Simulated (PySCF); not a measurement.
Species: C3H6F2OSi.
Cartesian coordinates in Å at the GFN2-xTB level; atoms count from 1:
```
atom  x, y, z in Å
F1     3.8155    0.8710   -0.3468
C2     2.5450    0.5082   -0.5877
C3     1.6679    0.4370    0.4014
O4     0.3922    0.0767    0.1827
Si5   -0.8578   -0.0776    1.2232
C6    -2.2335   -0.6213    0.0188
F7    -3.4099   -0.8098    0.7161
H8     2.3523    0.2977   -1.6271
H9     1.9559    0.6689    1.4179
H10   -0.5872   -1.1054    2.2290
H11   -1.1770    1.2004    1.8600
H12   -2.4504    0.1256   -0.7494
H13   -2.0174   -1.5709   -0.4776
```

Level of theory: TDDFT wB97X-D/def2-SVPD, vertical, gas phase, core orbitals frozen in the response (PySCF).

Transition dipole moments from the ground state, in atomic units and in the frame of the coordinates above (overall signs are arbitrary), for the states with f of 0.002 or more among the lowest 8:

| state | E (eV) | μx | μy | μz |
| --- | --- | --- | --- | --- |
| S2 | 6.900 | -1.226 | -0.166 | 0.969 |
| S3 | 6.983 | -0.116 | 0.408 | -0.056 |
| S4 | 7.332 | -0.025 | 0.116 | -0.021 |
| S5 | 7.422 | -0.326 | -0.120 | -0.230 |
| S6 | 7.755 | 0.056 | -0.213 | 0.032 |
| S8 | 8.371 | -0.030 | 0.117 | -0.019 |

Problem. What oscillator strength does each state have?

Solution. f = (2/3) ΔE |μ|² with ΔE in hartree (27.2114 eV).

| state | \|μ\|² (au) | \|μ\| (D) | f |
| --- | --- | --- | --- |
| S2 | 2.470 | 3.99 | 0.418 |
| S3 | 0.183 | 1.09 | 0.031 |
| S4 | 0.015 | 0.31 | 0.003 |
| S5 | 0.173 | 1.06 | 0.032 |
| S6 | 0.049 | 0.56 | 0.009 |
| S8 | 0.015 | 0.31 | 0.003 |

Problem. Label these states by symmetry in Cs.

Solution. Polarised normal to the mirror plane, so A″: S3, S4, S6 and S8. Polarised in the mirror plane, so A′: S2 and S5.

Problem. Which bond between heavy atoms lies closest to the direction of the S2 transition dipole?

Solution. O4–Si5, at 2° from it; next C6–F7 at 8°.

Problem. What angle do the transition dipoles of S3 and S5 make?

Solution. |cos θ| = |μa·μb| / (|μa| |μb|) = 0.01, so θ ≈ 89° (taken between 0 and 90°, since the signs are arbitrary).

Problem. What peak molar absorption coefficient would the strongest computed level give as a lone Gaussian band 0.5 eV wide at half height?

Solution. ε(max) = 2.175×10⁸ f / FWHM, with the width in cm⁻¹. S2: 2.175×10⁸ × 0.4175 / 4033 ≈ 23000 L mol⁻¹ cm⁻¹.

One conformer stands for the species.
